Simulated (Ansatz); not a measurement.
Calculated with Ansatz (gas phase, PBE0-D4/def2-TZVP geometries, no zero-point term in ΔE). CCSD(T)/CBS is the MP2 limit (def2-TZVPP, def2-QZVPP) plus CCSD(T) − MP2 in def2-TZVPP, frozen cores. DFT in def2-TZVPP. One conformer a species, not always the lowest.

Reaction (isomerisation): `C[CH2][AlH][OH]` → `CO[CH2][AlH2]`

```tsv
level	ΔE (eV)	difference from CCSD(T)/CBS
LDA (SPW92)	2.80	-0.18
r2SCAN-D4	2.94	-0.04
r2SCANh-D4	2.95	-0.03
CAM-B3LYP-D4	2.85	-0.13
PBE0	2.85	-0.13
LC-ωPBE	2.90	-0.08
RPA@PBE/def2-TZVPP	2.79	-0.19
HF/def2-TZVPP	2.79	-0.19
MP2/def2-TZVPP	3.07	0.09
SCS-MP2/def2-TZVPP	2.97	-0.01
CCSD(T)/CBS	2.98	0
```

Largest T1 diagnostic among the species: 0.011.

From PBE to PBE0 (25 % exact exchange), in def2-TZVPP and without D4, ΔE moves by +0.05 eV. In def2-TZVPP, CCSD(T) changes the Hartree–Fock value by +0.14 eV (the triples alone add +0.00 eV) and MP2 by +0.29 eV.
